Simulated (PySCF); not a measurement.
phosphorus nitride (NP), SMILES N#P.

Coordinates come from a PBE-D3(BJ)/def2-TZVPD optimisation.

These are PBE-D3(BJ)/def2-TZVPD (PySCF) values and carry that method's errors.

Frequencies are harmonic and unscaled.

Estimate the vibrational spectrum. (The exact figures need the calculation; the answer reports its results.)


| mode | ν (cm⁻¹) | IR (km/mol) | moving atoms (share of kinetic energy) |
|---|---|---|---|
| 1 | 1341 | 1.7 | N 69 %, P 31 % |
